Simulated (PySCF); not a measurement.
Calculation: B3LYP-D3(BJ)/def2-TZVP // PBE0-D4/def2-TZVP (PySCF 2.14.0). Isolated molecules, 0 K electronic values unless said otherwise. One relaxed conformer stands for a flexible species; it need not be the lowest. B3LYP has the VWN-RPA correlation part, as in Gaussian. Delta-SCF ions had no search for a lower state. 

Reference species (SMILES): `O[SiH3]` (neutral, multiplicity 1).

| Item | Value |
|---|---|
| HOMO | -8.52 eV |
| vertical ionisation energy (Delta-SCF) | 11.26 eV |

Changed species: `CC[SiH2]O` (C–C–Si–O torsion 178°, C–Si–O–H torsion 71°) (X = ethyl; the reference has X = H).

Problem. Give the shifts of the HOMO and vertical ionisation energy (Delta-SCF).

Solution. the HOMO goes up by 0.66 eV, to -7.86 eV; the vertical ionisation energy (Delta-SCF) falls by 1.14 eV, to 10.12 eV.
